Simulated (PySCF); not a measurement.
C2H7AlCl (charge -1).
Cartesian coordinates in Å at the PBE0-D3(BJ)/def2-SVP level; atoms count from 1:
```
atom  x, y, z in Å
C1    -1.6453    0.2016    0.4829
Al2   -0.0780   -0.7451   -0.3910
C3     1.5278    0.4843   -0.0906
Cl4    3.1059   -0.1499   -0.7613
H5    -1.8341    1.1969    0.0373
H6    -1.4866    0.3609    1.5663
H7    -2.5854   -0.3725    0.3819
H8     0.2050   -2.1927    0.3338
H9    -0.3318   -0.9212   -2.0055
H10    1.7287    0.6654    0.9794
H11    1.4008    1.4754   -0.5593
```

Computed with PBE0-D3(BJ)/def2-SVP geometry optimisation, gas phase (PySCF 2.14.0).

**Question.** Which atoms are bound to Al2, and at what distances?

**Answer.** 4 atoms: H8 1.643 Å, H9 1.644 Å, C1 2.029 Å, C3 2.045 Å. The nearest atom not counted as bound is H7, at 2.65 Å (others tie with it).

**Question.** List the angles at Al2.

**Answer.** 
```csv
angle,degrees,distance of the outer atoms (Å)
H8–Al2–H9,111.4,2.72
C1–Al2–H8,110.7,3.03
C1–Al2–H9,110.7,3.03
C3–Al2–H9,109.3,3.02
C3–Al2–H8,109.2,3.02
C1–Al2–C3,105.2,3.24
```

**Question.** What is the shape at Al2?

**Answer.** Distorted tetrahedral: angles from 105.2° to 111.4°; τ4 = (360° − α − β)/141° = 0.98 with α and β the two widest (0 for a square, 1 for a tetrahedron). The Al–C distances aren't all alike: 2.029 to 2.045 Å.

**Question.** What are the other bond lengths?

**Answer.** C3–Cl4 1.828 Å; C1–H5, C1–H6, C1–H7 1.106 Å; C3–H10, C3–H11 1.104 Å.

**Question.** Give some angles away from the centre.

**Answer.** Al2–C3–Cl4 114.5°.

**Question.** What are the rotational constants (commonest isotopes, rigid rotor)?

**Answer.** A = 13299, B = 1566, C = 1457 MHz: a near-prolate asymmetric top.

Point group: Cs (tolerance 0.08 Å). Charge -1, singlet. Whether it is a minimum is left open (no frequencies).

One conformer stands for the species.
